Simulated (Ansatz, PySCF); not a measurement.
Gas-phase reaction in SMILES: CC1=C(F)CO1 [3-fluoro-4-methyl-2H-oxete] + 5 C (CH4) + O (H2O) → C=C (C2H4) + 2 CC (C2H6) + CF (CH3F) + 2 CO (CH4O) [methanol]
Geometries: B3LYP-D3(BJ)/def2-TZVP minima from Ansatz (an electronic-structure program), one conformer each, not searched for the lowest. Frequencies are from Ansatz or PySCF.

Quantity: bond separation energy (enthalpy at 298 K, with B3LYP-D3(BJ) rigid-rotor harmonic-oscillator terms), in eV. Valence correlation only, unless marked. No spin-orbit coupling. Non-relativistic. CBS marks a two-point X^-3 extrapolation of the correlation energy; Hartree-Fock from the larger set. [CCSD(T)-MP2]/basis is that difference in the basis named.

RI-MP2/CBS(cc-pVTZ,cc-pVQZ)+[CCSD(T)-MP2]/cc-pVTZ (Ansatz) gives 0.23 eV.

Another calculation gave 0.01 eV. Which level was it?
A) B97M-V/def2-TZVPD (Ansatz)
B) HF/def2-TZVPD (PySCF)
C) PBE0/def2-TZVPD (Ansatz)
D) BHLYP/def2-TZVPD (Ansatz)

D, BHLYP/def2-TZVPD (Ansatz). The others give 0.50 (B97M-V), 0.30 (PBE0), -0.20 (HF) eV.
